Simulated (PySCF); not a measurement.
Vertical excitations of a molecule C3H6OSe from PySCF with TDA-PBE/def2-SVPD, as energy in eV (oscillator strength): 4.36 (0.000), 4.79 (0.035), 5.11 (0.000), 5.50 (0.067), 5.91 (0.024), 6.13 (0.017), 6.15 (0.025), 6.19 (0.024), 6.45 (0.138), 6.66 (0.002). Lowest triplet (TDA): 3.62 eV. Geometry optimised at PBE0-D3(BJ)/def2-SVP. One conformer was computed; it need not be the lowest.

Q: Which molecule gave these data?
A. C[C@@H]1OC[Se]1
B. [SeH]C1COC1
C. C1C[Se]CO1
D. CC[Se]C=O

A: D, CC[Se]C=O
